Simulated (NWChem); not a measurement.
B$_{3}$H$_{4}$O$_{3}$ cation; SMILES B1OB[OH+]BO1

```xyz
10

B     -0.0028     1.4570     0.0000
O     -1.1800     0.7257     0.0000
B     -1.2921    -0.5912     0.0000
O      0.0025    -1.3003     0.0000
B      1.2943    -0.5863     0.0000
O      1.1772     0.7302     0.0000
H     -0.0050     2.6472     0.0000
H     -2.2697    -1.2727     0.0000
H      0.0043    -2.2762     0.0000
H      2.2746    -1.2640     0.0000
```
Atoms are numbered in this order, from 1.

The geometry was optimised at PBE0/def2-SVP.

Problem. Give the principal values of the shielding tensors (ppm) of B1, O2, B3, O4 from KT2/pcSseg-1, GIAO (NWChem), with their diamagnetic and paramagnetic parts as GIAO splits them.

Solution. 
```json
[
 {"atom": "B1", "σ11": "48.8", "σ22": "84.9", "σ33": "96.7", "isotropic": "76.8", "diamagnetic": "196.7", "paramagnetic": "-119.9"},
 {"atom": "O2", "σ11": "-72.7", "σ22": "86.6", "σ33": "299.3", "isotropic": "104.4", "diamagnetic": "391.6", "paramagnetic": "-287.2"},
 {"atom": "B3", "σ11": "41.7", "σ22": "88.2", "σ33": "105.1", "isotropic": "78.3", "diamagnetic": "199.0", "paramagnetic": "-120.7"},
 {"atom": "O4", "σ11": "12.5", "σ22": "221.1", "σ33": "242.7", "isotropic": "158.8", "diamagnetic": "395.4", "paramagnetic": "-236.6"}
]
```
